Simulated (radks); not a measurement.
Problem. These are the eigenvalues of the occupied orbitals of an atom or ion with whole-number occupations (hartree). Method: non-relativistic Kohn-Sham, PBE, spin-polarised, spherical densities, point nucleus; computed with a radial shooting solver on a logarithmic mesh with Libxc functionals.

1s up: -2002.044
1s down: -2002.043
2s up: -355.3343
2s down: -355.2240
2p up: -340.9307
2p down: -340.8472
3s up: -108.1170
3s down: -108.0594
3p up: -101.6797
3p down: -101.6203
3d up: -89.80297
3d down: -89.71625
4s up: -46.86028
4s down: -46.58598
4p up: -44.14029
4p down: -43.86684
4d up: -39.30487

Which element is it, and in what charge state? The configuration may be excited. Open shells, if any, are filled with parallel spins first.

Solution. Z = 68, erbium, charge +29: Er29+ in [Kr] 4d3. The list shows which subshells hold electrons but not how many an open one holds; the 1s level, -2002 hartree, gives Z - s = 63.3 by -(Z - s)^2/2, which with screening narrows Z to a few neighbours, and the depths of the outer levels then fix element, charge and occupations together.
